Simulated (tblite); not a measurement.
Record of a relaxation.

Species: C5H8AlNS2.
SMILES with atom numbers: `[CH2:1]=[CH:2][CH2:3][NH:4][Al:5]1[S:6][CH:7]=[CH:8][S:9]1` (hydrogens: H10, H11 on C1; H12 on C2; H13, H14 on C3; H15 on N4; H16 on C7; H17 on C8)

Computed with GFN2-xTB (tblite), gas phase: L-BFGS steps from a force-field or distance-geometry start until the largest atomic force falls under 0.01 eV/Å. 6 of its 191 geometries are shown.

Step 0: E = -686.7591 eV, largest atomic force 2.300 eV/Å
```
atom  x, y, z in Å  |  force x, y, z in eV/Å
C1      3.388    0.169    0.047   -1.409   0.788   0.259
C2      2.244    0.839    0.298    1.952  -0.721  -0.240
C3      0.919    0.292   -0.105   -0.503   1.110  -0.246
N4      0.625   -0.942    0.598   -1.896  -1.002   0.832
Al5    -1.051   -1.699    0.036    1.234   0.935   0.575
S6     -2.731   -1.892    1.467   -0.627   0.583   0.355
C7     -3.163   -0.203    0.993    0.594  -0.137  -0.108
C8     -2.957    0.283   -0.239    0.565  -0.627   0.244
S9     -2.226   -0.707   -1.568   -0.560   0.788   0.053
H10     3.356   -0.784   -0.463    0.140   0.215   0.127
H11     4.332    0.586    0.351    0.077  -0.188  -0.045
H12     2.296    1.790    0.819   -0.174  -0.139  -0.065
H13     0.919    0.119   -1.196   -0.090  -0.098   0.308
H14     0.135    1.057    0.117    0.356  -0.127  -0.323
H15     0.503   -0.714    1.623    0.462  -0.364  -1.055
H16    -3.478    0.478    1.792   -0.049  -0.657  -0.321
H17    -3.117    1.341   -0.418   -0.071  -0.358  -0.349
```

Step 38: E = -687.4493 eV, largest atomic force 0.238 eV/Å
```
atom  x, y, z in Å  |  force x, y, z in eV/Å
C1      3.452    0.073    0.064    0.095   0.009  -0.079
C2      2.410    0.829    0.357    0.132   0.017  -0.061
C3      1.059    0.517   -0.202    0.019  -0.042   0.104
N4      0.495   -0.594    0.602    0.001  -0.156   0.129
Al5    -1.100   -1.320    0.373   -0.124   0.103  -0.027
S6     -2.776   -1.768    1.766    0.143   0.008  -0.179
C7     -3.428   -0.305    1.006   -0.044   0.003   0.002
C8     -3.169    0.132   -0.229   -0.136   0.071   0.001
S9     -2.174   -0.643   -1.465   -0.060  -0.049   0.225
H10     3.352   -0.729   -0.650    0.058  -0.030  -0.002
H11     4.431    0.210    0.488   -0.005   0.077   0.047
H12     2.472    1.634    1.077    0.018  -0.022  -0.009
H13     1.139    0.215   -1.253   -0.021   0.037   0.065
H14     0.392    1.380   -0.135    0.009   0.014  -0.062
H15     1.188   -0.918    1.269   -0.088   0.004  -0.046
H16    -4.118    0.245    1.630    0.050  -0.050   0.048
H17    -3.631    1.053   -0.549   -0.045   0.005  -0.158
```

Step 76: E = -687.7904 eV, largest atomic force 0.163 eV/Å
```
atom  x, y, z in Å  |  force x, y, z in eV/Å
C1      3.937    0.068    0.017   -0.070   0.076  -0.006
C2      2.819    0.611    0.465   -0.056  -0.153  -0.010
C3      1.501    0.441   -0.228   -0.062  -0.017  -0.028
N4      0.576   -0.360    0.594    0.026   0.014  -0.115
Al5    -1.193   -0.277    0.555   -0.016   0.036  -0.018
S6     -2.671   -0.682    2.152   -0.055   0.003  -0.088
C7     -4.029   -0.437    1.033    0.041  -0.030   0.045
C8     -3.959   -0.073   -0.245    0.032  -0.002  -0.014
S9     -2.486    0.255   -1.172   -0.018   0.025   0.065
H10     3.944   -0.491   -0.905    0.045  -0.004  -0.012
H11     4.884    0.175    0.515   -0.012   0.016   0.066
H12     2.770    1.158    1.397    0.098  -0.005  -0.013
H13     1.648   -0.020   -1.213    0.064  -0.015   0.028
H14     1.044    1.422   -0.386   -0.086  -0.002  -0.002
H15     1.047   -1.203    0.906    0.039   0.040   0.076
H16    -4.984   -0.621    1.502    0.027   0.022  -0.022
H17    -4.854    0.048   -0.837    0.002  -0.005   0.048
```

Step 114: E = -687.8785 eV, largest atomic force 0.142 eV/Å
```
atom  x, y, z in Å  |  force x, y, z in eV/Å
C1      3.977    0.248    0.126   -0.106  -0.017   0.007
C2      2.733    0.621    0.370    0.073   0.004  -0.020
C3      1.549    0.138   -0.413   -0.028  -0.012  -0.001
N4      0.544   -0.463    0.473    0.071  -0.015  -0.034
Al5    -1.212   -0.271    0.495   -0.018   0.018   0.059
S6     -2.638   -1.092    1.981    0.001   0.000  -0.099
C7     -4.022   -0.544    1.021   -0.053   0.061   0.064
C8     -3.990    0.200   -0.083   -0.020   0.028  -0.039
S9     -2.540    0.812   -0.903   -0.036  -0.002   0.002
H10     4.212   -0.401   -0.702    0.021  -0.037   0.036
H11     4.808    0.570    0.730   -0.028   0.068  -0.037
H12     2.503    1.286    1.192   -0.031  -0.034   0.019
H13     1.884   -0.585   -1.170   -0.021   0.019   0.035
H14     1.067    0.974   -0.932    0.015  -0.021   0.011
H15     0.989   -1.129    1.099    0.003   0.000  -0.027
H16    -4.967   -0.852    1.447    0.056   0.005  -0.051
H17    -4.903    0.500   -0.581    0.101  -0.066   0.075
```

Step 152: E = -687.9148 eV, largest atomic force 0.048 eV/Å
```
atom  x, y, z in Å  |  force x, y, z in eV/Å
C1      3.825    0.461    0.264    0.029  -0.014  -0.014
C2      2.527    0.698    0.233    0.001  -0.002   0.016
C3      1.545   -0.128   -0.540   -0.002   0.002  -0.005
N4      0.595   -0.792    0.355    0.005  -0.028   0.023
Al5    -1.129   -0.442    0.507   -0.011   0.029  -0.037
S6     -2.644   -1.397    1.800   -0.008  -0.005   0.026
C7     -3.948   -0.483    1.024    0.013  -0.010  -0.013
C8     -3.823    0.457    0.090    0.013  -0.023  -0.006
S9     -2.314    1.045   -0.627   -0.009  -0.017   0.010
H10     4.267   -0.333   -0.320   -0.009   0.016   0.034
H11     4.504    1.050    0.856   -0.009   0.017  -0.019
H12     2.088    1.494    0.822    0.002  -0.016   0.010
H13     2.077   -0.870   -1.145   -0.004  -0.007  -0.023
H14     0.963    0.516   -1.209    0.002   0.007  -0.001
H15     1.080   -1.438    0.970   -0.008   0.019  -0.016
H16    -4.923   -0.766    1.385   -0.019   0.001   0.015
H17    -4.699    0.939   -0.316    0.014   0.030  -0.002
```

Step 190: E = -687.9186 eV, largest atomic force 0.009 eV/Å
```
atom  x, y, z in Å  |  force x, y, z in eV/Å
C1      3.786    0.548    0.283    0.003   0.002  -0.001
C2      2.473    0.672    0.254   -0.004   0.003  -0.001
C3      1.556   -0.195   -0.554   -0.005  -0.006   0.004
N4      0.599   -0.899    0.302   -0.003   0.000   0.002
Al5    -1.123   -0.535    0.444    0.000   0.002   0.001
S6     -2.652   -1.425    1.771    0.005   0.000  -0.002
C7     -3.923   -0.417    1.061   -0.002  -0.004   0.002
C8     -3.781    0.495    0.102   -0.001   0.005  -0.004
S9     -2.281    0.943   -0.724    0.003   0.003  -0.004
H10     4.299   -0.189   -0.312   -0.001  -0.003   0.000
H11     4.406    1.185    0.890    0.002   0.000   0.000
H12     1.967    1.411    0.862   -0.001   0.003   0.007
H13     2.137   -0.912   -1.145    0.002   0.000  -0.003
H14     0.975    0.432   -1.241   -0.002  -0.001  -0.001
H15     1.081   -1.546    0.916    0.004  -0.002  -0.001
H16    -4.893   -0.607    1.493    0.002   0.000   0.001
H17    -4.634    1.053   -0.253   -0.003  -0.001   0.000
```

Problem. Summarise the path.

Solution. The energy falls by 111.88 kJ/mol from step 0 to step 190; nine tenths of that is first reached at step 80. It falls at every step. The largest force goes from 2.300 to 0.009 eV/Å. Among the bonds N4–Al5 changes most, from 1.923 to 1.766 Å; the atoms move by 1.154 Å rms after alignment.

Problem. Follow the three bonds and two angles with the largest change from start to end.

Solution. 
| step | E above end (kJ/mol) | largest force (eV/Å) | N4–Al5 (Å) | N4–H15 (Å) | C8–S9 (Å) | Al5–N4–H15 (°) | C3–N4–Al5 (°) |
| --- | --- | --- | --- | --- | --- | --- | --- |
| 0 | 111.88 | 2.300 | 1.923 | 1.057 | 1.810 | 105.6 | 111.8 |
| 8 | 64.32 | 0.269 | 1.789 | 1.015 | 1.768 | 118.3 | 116.3 |
| 17 | 56.19 | 0.296 | 1.775 | 1.019 | 1.766 | 127.9 | 119.9 |
| 25 | 52.24 | 0.273 | 1.775 | 1.007 | 1.767 | 128.7 | 120.9 |
| 33 | 48.53 | 0.183 | 1.769 | 1.012 | 1.762 | 127.6 | 123.6 |
| 41 | 42.16 | 0.447 | 1.757 | 1.003 | 1.756 | 121.9 | 126.7 |
| 50 | 23.90 | 0.502 | 1.769 | 1.016 | 1.778 | 127.0 | 122.4 |
| 58 | 17.72 | 0.123 | 1.769 | 1.015 | 1.764 | 127.0 | 121.3 |
| 66 | 14.64 | 0.100 | 1.769 | 1.014 | 1.767 | 122.4 | 125.4 |
| 74 | 12.86 | 0.123 | 1.771 | 1.014 | 1.767 | 120.7 | 126.2 |
| 83 | 10.28 | 0.189 | 1.767 | 1.014 | 1.770 | 121.0 | 125.7 |
| 91 | 9.08 | 0.070 | 1.764 | 1.016 | 1.773 | 121.6 | 128.1 |
| 99 | 8.58 | 0.060 | 1.765 | 1.016 | 1.770 | 121.9 | 128.5 |
| 107 | 6.22 | 0.174 | 1.771 | 1.014 | 1.773 | 120.6 | 128.9 |
| 116 | 3.13 | 0.155 | 1.767 | 1.017 | 1.775 | 118.6 | 130.9 |
| 124 | 2.06 | 0.065 | 1.766 | 1.016 | 1.773 | 119.4 | 130.6 |
| 132 | 1.67 | 0.044 | 1.767 | 1.014 | 1.773 | 120.5 | 129.2 |
| 140 | 1.42 | 0.072 | 1.765 | 1.014 | 1.774 | 121.1 | 128.5 |
| 149 | 0.64 | 0.088 | 1.766 | 1.014 | 1.772 | 122.1 | 127.5 |
| 157 | 0.28 | 0.016 | 1.766 | 1.014 | 1.771 | 123.0 | 126.3 |
| 165 | 0.25 | 0.019 | 1.766 | 1.013 | 1.771 | 123.5 | 125.6 |
| 173 | 0.19 | 0.022 | 1.766 | 1.014 | 1.770 | 123.8 | 125.4 |
| 182 | 0.06 | 0.028 | 1.766 | 1.014 | 1.770 | 123.1 | 126.0 |
| 190 | 0.00 | 0.009 | 1.766 | 1.014 | 1.771 | 123.1 | 125.8 |

What follows is the cost of the whole relaxation. The run took 3.5 s wall on one thread, Arm Neoverse N1 (aarch64), no GPU, shared host with 64 logical CPUs at a one-minute load of 57.
